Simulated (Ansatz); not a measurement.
Molecule: sum formula H₃SiO (charge +1, singlet). It need not be the lowest isomer of its formula. 
Structure (B3LYP-D3(BJ)/def2-TZVP (Ansatz, an electronic-structure program) minimum search):
```
Si
O 1 1.5695
H 2 0.9684 1 130.53
H 1 1.4610 2 113.88 3 -180.00
H 1 1.4664 4 125.15 2 -180.00
```
Charge +1, spin multiplicity 1.

Basis-set convergence of Hartree-Fock and CCSD correlation energies (hartree) with Ansatz. Valence correlation only, unless marked. Spin-orbit coupling is left out. No relativistic terms.

```tsv
basis	functions	E(HF)	E(corr, CCSD)
def2-SVPD	71	-365.13625	-0.30147
def2-TZVPPD	139	-365.33563	-0.35939
def2-QZVPPD	241	-365.34823	-0.38155
```

Extrapolating the two largest sets (X = 3 and 4) as X^-3: E(corr) = (64·(-0.38155) - 27·(-0.35939))/37 = -0.3977 Eh, an estimate of the basis-set limit. The largest set recovers 95.9 % of it, the smallest 75.8 %.
